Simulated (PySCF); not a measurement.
**Correlation energy of Sn²⁺ (tin, charge +2)**

[Kr] 4d10 5s1 5p1, high-spin 3P determinant (an excited configuration). Computed with PySCF 2.14 in aug-cc-pVTZ-PP with ECP28MDF, with scalar relativity through the core potential. Frozen: 4s2 4p6 4d10; 2 electrons correlated.

With two correlated electrons CCSD is exact within the correlated space (frozen core and kept virtual orbitals).

```csv
level,correlation energy (mhartree)
CCSD,-3.45
```

Diagnostics: T1 = 0.0024, D1 = 0.0040, largest double amplitude 0.029.

**Question.** Is a single reference adequate?

**Answer.** Yes, within this model without spin-orbit coupling: T1 lies below 0.03 and no double amplitude reaches 0.07.
